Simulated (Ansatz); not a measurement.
Reactions of `CC(C)[O][Zn][Cl]`.

Gas-phase electronic energies from Ansatz, PBE0-D4/def2-TZVP geometries. CCSD(T)/CBS is the MP2 limit (def2-TZVPP, def2-QZVPP) plus CCSD(T) − MP2 in def2-TZVPP, frozen cores. This one scheme is used for every species, atoms too. DFT in def2-TZVPP. Open shells (•) are unrestricted, without spin–orbit coupling. Spin–orbit coupling would lower the free atoms: a little for C, Cl, O. For Ge, Zn outer-core shells are correlated without core-valence functions, so the limit isn't a true one: a few kJ/mol of doubt a bond, and 10 to 20 or more in all where bonds break to atoms. Scalar relativity is left out up to krypton. One conformer a species, not always the lowest.

```json
{"reaction": "`CC(C)[O][Zn][Cl]` + `CC(=N)N` → `CNC(C)=N` + `CC[O][Zn][Cl]`", "PBE0-D4 (kcal/mol)": "9.3", "ωB97X-V (kcal/mol)": "9.0", "B2PLYP (kcal/mol)": "8.5", "ωB97M-V (kcal/mol)": "9.7", "CCSD(T)/CBS(def2) (kcal/mol)": "9.8"}
{"reaction": "`CC(C)[O][Zn][Cl]` → `CC[O][Zn][Cl]` + `[CH2]` (triplet)", "PBE0-D4 (kcal/mol)": "108.4", "ωB97X-V (kcal/mol)": "111.5", "B2PLYP (kcal/mol)": "105.8", "ωB97M-V (kcal/mol)": "109.9", "CCSD(T)/CBS(def2) (kcal/mol)": "109.4"}
{"reaction": "`CC(C)[O][Zn][Cl]` → 3 C• + Cl• + 7 H• + O• + Zn (atom)", "PBE0-D4 (kcal/mol)": "1138.5", "ωB97X-V (kcal/mol)": "1138.1", "B2PLYP (kcal/mol)": "1119.2", "ωB97M-V (kcal/mol)": "1136.3", "CCSD(T)/CBS(def2) (kcal/mol)": "1135.8"}
{"reaction": "`CC(C)[O][Zn][Cl]` + H–F → `CC(C)[O][Zn][F]` + HCl", "PBE0-D4 (kcal/mol)": "16.5", "ωB97X-V (kcal/mol)": "14.5", "B2PLYP (kcal/mol)": "14.3", "ωB97M-V (kcal/mol)": "15.3", "CCSD(T)/CBS(def2) (kcal/mol)": "16.1"}
{"reaction": "`CC(C)[O][Zn][Cl]` + `[OH][GeH2][SiH](O)O` → `CO[SiH](O)[GeH2][OH]` + `CC[O][Zn][Cl]`", "PBE0-D4 (kcal/mol)": "17.6", "ωB97X-V (kcal/mol)": "16.7", "B2PLYP (kcal/mol)": "16.1", "ωB97M-V (kcal/mol)": "17.7", "CCSD(T)/CBS(def2) (kcal/mol)": "18.3"}
{"reaction": "`CC(C)[O][Zn][Cl]` + `N=C=CO` → `COC=C=N` + `CC[O][Zn][Cl]`", "PBE0-D4 (kcal/mol)": "15.0", "ωB97X-V (kcal/mol)": "13.9", "B2PLYP (kcal/mol)": "13.1", "ωB97M-V (kcal/mol)": "14.7", "CCSD(T)/CBS(def2) (kcal/mol)": "15.5"}
{"reaction": "`CC(C)[O][Zn][Cl]` + H₂ → `CC[O][Zn][Cl]` + CH₄", "PBE0-D4 (kcal/mol)": "-11.5", "ωB97X-V (kcal/mol)": "-11.5", "B2PLYP (kcal/mol)": "-13.5", "ωB97M-V (kcal/mol)": "-11.3", "CCSD(T)/CBS(def2) (kcal/mol)": "-10.9"}
{"reaction": "`CC(C)[O][Zn][Cl]` + `[AlH2][SH]` → `C[S][AlH2]` + `CC[O][Zn][Cl]`", "PBE0-D4 (kcal/mol)": "9.3", "ωB97X-V (kcal/mol)": "9.8", "B2PLYP (kcal/mol)": "8.7", "ωB97M-V (kcal/mol)": "10.1", "CCSD(T)/CBS(def2) (kcal/mol)": "10.1"}
{"reaction": "`CC(C)[O][Zn][Cl]` → `CC(C)[O]`• + `[Cl][Zn]`•", "PBE0-D4 (kcal/mol)": "80.1", "ωB97X-V (kcal/mol)": "85.2", "B2PLYP (kcal/mol)": "82.5", "ωB97M-V (kcal/mol)": "84.5", "CCSD(T)/CBS(def2) (kcal/mol)": "90.1"}
```

Largest T1 diagnostic: 0.017, for Zn (atom).
